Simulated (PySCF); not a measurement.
## Dipole moment and polarisability of `COB(CC(=O)O[SiH3])OC`

Compound: C₄H₁₁BO₄Si.
Atom-mapped SMILES: `[CH3:1][O:2][B:3]([CH2:4][C:5](=[O:6])[O:7][SiH3:8])[O:9][CH3:10]` (hydrogens: H11, H12, H13 on C1; H14, H15 on C4; H16, H17, H18 on Si8; H19, H20, H21 on C10)

Structure used (PBE0-D3(BJ)/def2-SVP), in Å, numbered top down from 1:
```xyz
21
C4H11BO4Si angstrom
C     -3.0251    0.9041   -0.8583
O     -1.9093    1.2079   -0.0589
B     -1.1011    0.2511    0.4518
C      0.1485    0.7537    1.3084
C      1.3172    0.9985    0.4110
O      1.7309    2.0736    0.0552
O      1.8947   -0.1375   -0.0283
Si     3.2170    0.0720   -1.1086
O     -1.3907   -1.0523    0.2104
C     -0.6448   -2.1331    0.7086
H     -3.4509   -0.0803   -0.6116
H     -2.7443    0.9041   -1.9243
H     -3.7864    1.6820   -0.7021
H      0.4282   -0.0005    2.0588
H     -0.1088    1.7003    1.7987
H      3.6086   -1.3328   -1.4048
H      2.7783    0.7563   -2.3526
H      4.3345    0.7862   -0.4384
H     -0.8265   -2.2796    1.7871
H     -0.9687   -3.0432    0.1839
H      0.4344   -1.9939    0.5432
```

Level: CAM-B3LYP/def2-SVPD (PySCF), static field, nuclei fixed, core orbitals frozen in the response. The polarisability tensor in these axes (au):

```
x   110.65  -2.19  -2.52
y    -2.19 102.73  -1.62
z    -2.52  -1.62  90.03
```

Task: Give the principal values, the mean and the anisotropy Δα = √{½[(α1 − α2)² + (α2 − α3)² + (α1 − α3)²]}.

Result: Principal values 89.46, 102.54 and 111.42 au; mean 101.14 au = 14.99 Å³ = 16.68 × 10⁻⁴⁰ C²·m²/J; Δα = 19.13 au (19 % of the mean).

Task: What is the dipole moment, and where does it point?

Result: (-0.79, -2.90, 0.46) D, 3.04 D in size, pointing from the negative to the positive side. Measured along this direction, the outermost atoms are O6 at the negative end and H20 at the positive end.

Task: Give the eigenvalues of the traceless quadrupole moment Θ = ½Σq(3rr − r²1), origin at the centre of nuclear charge.

Result: -10.93, 5.04, 5.89 D·Å. The values depend on the origin, since the dipole doesn't vanish. The electronic extent ⟨r²⟩ about the same centre is 2161 bohr², a root-mean-square distance of 2.65 Å for the 86 electrons.

Task: Refractivity n − 1 of an ideal gas of it at 350 K and 1 atm, from the electronic α?

Result: N = p/kT = 2.0968 × 10¹⁹ cm⁻³, so n − 1 = 2π × N × 14.99 × 10⁻²⁴ cm³ = 1975 × 10⁻⁶ at long wavelengths, for an ideal gas.

Task: Give the principal axes and the span of the nuclei along them.

Result: Largest value along (0.97, -0.23, -0.10), where the nuclei span 8.05 Å; middle along (0.21, 0.96, -0.17), 5.52 Å; least along (0.13, 0.14, 0.98), 4.20 Å. The response follows the extents in order.

Isolated species at its PBE0-D3(BJ)/def2-SVP geometry (one conformer only).

The run behind these numbers computed excited states and ΔSCF ions as well. Hardware: an Arm Neoverse N1 with one thread, on a shared host. Cost: 23 min wall (with the writing of density and orbital grids), 1.7 GiB resident at most.
